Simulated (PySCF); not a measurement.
# Correlation energy of Mn²⁺ (manganese, charge +2)

[Ar] 3d5, high-spin 6S determinant. Computed with PySCF 2.14 in dyall-av2z (16s12p7d2f, 101 functions), with no relativity, point nucleus. Frozen: [Ar]; 5 electrons correlated; the 25 highest virtual orbitals of each spin left out.

```tsv
level	correlation energy (mhartree)
CCSD	-66.19
(T)	-0.56
CCSD(T)	-66.75
```

Diagnostics: T1 = 0.0047, D1 = 0.0067, largest double amplitude 0.015.

Cost of the coupled-cluster step: about 7 core-seconds, for 5 correlated electrons.

Iterations:

```
CC2 = 0
CCSD nocc = (np.int64(5), np.int64(0)), nmo = (67, 67)
frozen orbitals [[0, 1, 2, 3, 4, 5, 6, 7, 8, 76, 77, 78, 79, 80, 81, 82, 83, 84, 85, 86, 87, 88, 89, 90, 91, 92, 93, 94, 95, 96, 97, 98, 99, 100], [0, 1, 2, 3, 4, 5, 6, 7, 8, 76, 77, 78, 79, 80, 81, 82, 83, 84, 85, 86, 87, 88, 89, 90, 91, 92, 93, 94, 95, 96, 97, 98, 99, 100]]
max_cycle = 100
direct = 0
conv_tol = 1e-08
conv_tol_normt = 1e-06
diis_space = 8
diis_start_cycle = 0
Init t2, MP2 energy = -0.0610922734621979
Init E_corr(UCCSD) = -0.0610922734643666
cycle = 1  E_corr(UCCSD) = -0.0655504566781315  dE = -0.00445818321  norm(t1,t2) = 0.0138453
cycle = 2  E_corr(UCCSD) = -0.0660838353852695  dE = -0.000533378707  norm(t1,t2) = 0.00318605
cycle = 3  E_corr(UCCSD) = -0.0662039425931611  dE = -0.000120107208  norm(t1,t2) = 0.00103484
cycle = 4  E_corr(UCCSD) = -0.0661954173831795  dE = 8.52520998e-06  norm(t1,t2) = 4.3463e-05
cycle = 5  E_corr(UCCSD) = -0.0661947525911637  dE = 6.64792016e-07  norm(t1,t2) = 1.2261e-05
cycle = 6  E_corr(UCCSD) = -0.0661949104914479  dE = -1.57900284e-07  norm(t1,t2) = 1.36753e-06
cycle = 7  E_corr(UCCSD) = -0.0661949096410929  dE = 8.50355064e-10  norm(t1,t2) = 1.30399e-07
UCCSD converged
E(UCCSD) = -1149.16153372413  E_corr = -0.06619490964109288
UCCSD(T) correction = -0.000560151418558892
```
